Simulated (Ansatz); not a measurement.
Ansatz (a first-principles code) input:

Ansatz 0.2 input:
```yaml
crystal:
  periodic: [false, false, false]
  atoms:
    - {symbol: Si, position_ang: [-0.28359449, -0.83002781, 0.05205599]}
    - {symbol: C, position_ang: [1.09135074, -2.10117972, -0.05285548]}
    - {symbol: Br, position_ang: [0.09117221, 0.49760919, 1.82450910]}
    - {symbol: Br, position_ang: [-0.28176085, 0.39583635, -1.82994129]}
    - {symbol: H, position_ang: [0.93122572, -2.75132376, -0.91354584]}
    - {symbol: H, position_ang: [1.11189972, -2.70201812, 0.85691710]}
    - {symbol: H, position_ang: [2.04969566, -1.58978422, -0.16489550]}
basis:
  gaussian:
    orbitals: def2-SVPD
magnetization: {spin_polarized: true, initial_magnetization: 1}
correlation: {method: ccsd_t, electrons: outside_noble_gas}
output: {forces: true}
```

Problem. Predict the final energy.

Solution. -5473.25650 Eh (CCSD(T)/def2-SVPD). The basis has 150 functions.

It need not be the lowest isomer of its formula.
